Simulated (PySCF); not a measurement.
Polarisability and C₆ of V (vanadium, neutral)

[Ar] 3d3 4s2, high-spin 4F determinant. Computed with PySCF 2.14 in x2c-QZVPPall with one added diffuse shell each of s, p, d, f, g type (12s8p6d4f3g, 121 functions), with the spin-free X2C one-electron Hamiltonian (Gaussian nucleus). Coupled (time-dependent) response in atomic units; α is the mean over directions.

| method | mean α (bohr³) | C₆ (like pair) | S(−4) |
| --- | --- | --- | --- |
| BLYP | 85.12 | 898.1 | 3754 |

S(−4) is the Cauchy moment in α(ω) = α(0) + S(−4) ω² + …

Reference α: 87 ± 10 bohr³ (recommended; Schwerdtfeger and Nagle, table of static dipole polarizabilities (2023 update)). Published C₆: 832.0 (Chu and Dalgarno (2004); Tang, Norbeck and Certain (1976)).

α(iu) at BLYP:

```csv
u (hartree),α(iu) (bohr³)
0,85.12
0.0500,76.83
0.100,60.23
0.200,34.05
0.300,20.93
0.500,10.49
0.750,6.024
1.00,4.093
1.50,2.372
2.00,1.588
3.00,0.8695
5.00,0.3810
```

A single London oscillator, α(iu) = α/(1 + u²/ω²), gives C₆ = (3/4) ω α². Matching the computed C₆ needs ω = 4 × 898.1 / (3 × 85.12²) = 0.165 hartree.
